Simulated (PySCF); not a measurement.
# Löwdin shares of the frontier orbitals

Compound: C5H11NOSi2.
Structure used (PBE0-D3(BJ)/def2-SVP), in Å, numbered top down from 1:
```
atom  x, y, z in Å
C1     3.6322    0.0302    1.1181
C2     2.3898   -0.3292    0.4536
C3     1.3573   -0.6349   -0.1075
C4     0.0860   -0.9803   -0.7250
C5    -0.6763    0.2720   -1.2312
Si6   -1.5381    1.0798    0.2473
N7    -2.9547    1.9175   -0.2371
O8    -1.7979   -0.3092    1.1779
Si9   -1.0576   -1.7059    0.6364
H10    3.5518   -0.0857    2.2106
H11    4.4635   -0.6060    0.7752
H12    3.9071    1.0767    0.9123
H13    0.2522   -1.7050   -1.5411
H14   -0.0101    0.9563   -1.7796
H15   -1.4674   -0.0367   -1.9385
H16   -0.7364    2.0468    1.0431
H17   -3.6516    1.4699   -0.8216
H18   -3.3831    2.5867    0.3918
H19   -0.3085   -2.3899    1.7252
H20   -2.0713   -2.6424    0.0566
```

Level of theory: TDDFT CAM-B3LYP/def2-SVPD, vertical, gas phase, core orbitals frozen in the response in PySCF.

Frontier orbitals with the atoms that hold most of them (Löwdin shares over 4%, at most four atoms; ? is withheld):

| orbital | ε (eV) | atoms |
| --- | --- | --- |
| LUMO+2 | 1.58 | C1 21%, Si9 10%, H11 8%, H15 6% |
| LUMO+1 | 1.25 | Si9 15%, C1 12%, C2 10%, C3 8% |
| LUMO | 1.08 | Si6 21%, Si9 13%, H17 10%, H18 8% |
| HOMO | -8.14 | ? |
| HOMO-1 | -8.58 | ? |
| HOMO-2 | -9.18 | N7 54%, O8 12%, Si6 8%, H18 6% |
| HOMO-3 | -9.86 | O8 21%, N7 16%, Si6 15%, C5 12% |

**Question.** Give the leading atoms of the HOMO-1.

**Answer.** C3 (bonded to 2 C) 35%; C2 (bonded to 2 C) 35%; C1 (bonded to C and 3 H) 7%; C4 (bonded to 2 C, Si and H) 7%.

**Question.** Which atoms hold the HOMO, and with what shares?

**Answer.** C2 (bonded to 2 C) 31%; C3 (bonded to 2 C) 28%; C4 (bonded to 2 C, Si and H) 13%; Si9 (bonded to C, O and 2 H) 8%. By element: carbon 71% or more, silicon 8% or more.

**Question.** How does S1 compare with the orbital gap of 9.21 eV?

**Answer.** S1 is at 6.14 eV (f = 0.0029), 3.08 eV below the gap, made of HOMO→LUMO+9 (19%), HOMO→LUMO+3 (19%), HOMO→LUMO (12%). 

Next come S2 at 6.49 eV (f 0.0031), HOMO→LUMO+1 (30%), HOMO→LUMO+3 (9%); S3 at 6.54 eV (f 0.010), HOMO→LUMO+1 (47%), HOMO→LUMO+9 (13%); S4 at 6.66 eV (f 0.0028), HOMO-1→LUMO+4 (18%), HOMO-1→LUMO+3 (15%), HOMO-1→LUMO+9 (15%); S5 at 6.73 eV (f 0.017), HOMO→LUMO (37%), HOMO→LUMO+2 (29%).

Time: 17 min; peak memory 1.4 GiB. Hardware: Arm Neoverse N1, one thread (shared host).

One conformer stands for the species.
